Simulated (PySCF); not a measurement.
Hf(NH2)2(SH)2 (H6HfN2S2), SMILES [NH2][Hf]([NH2])([SH])[SH], multiplicity 1. Geometry optimised at PBE-D3(BJ)/def2-SVP. The spin state was assumed, not searched. The def2 effective core potentials stand for the cores of Hf; spin–orbit coupling is left out. Other conformers were not sampled.

Computed equilibrium geometry at PBE-D3(BJ)/def2-SVP (PySCF confirms it by a frequency run) as Cartesian coordinates in Å, and its point group (one conformer of several):
point group C2.
```xyz
11

Hf     0.0000     0.0000     0.1944
N      0.0218     1.6286     1.4069
H      0.4988     1.6750     2.3156
H     -0.4853     2.5100     1.2628
N     -0.0218    -1.6286     1.4069
H      0.4853    -2.5100     1.2628
H     -0.4988    -1.6750     2.3156
S     -2.0126     0.0676    -1.2447
H     -2.6891    -0.8597    -0.5085
S      2.0126    -0.0676    -1.2447
H      2.6891     0.8597    -0.5085
```
Charge 0, spin multiplicity 1.
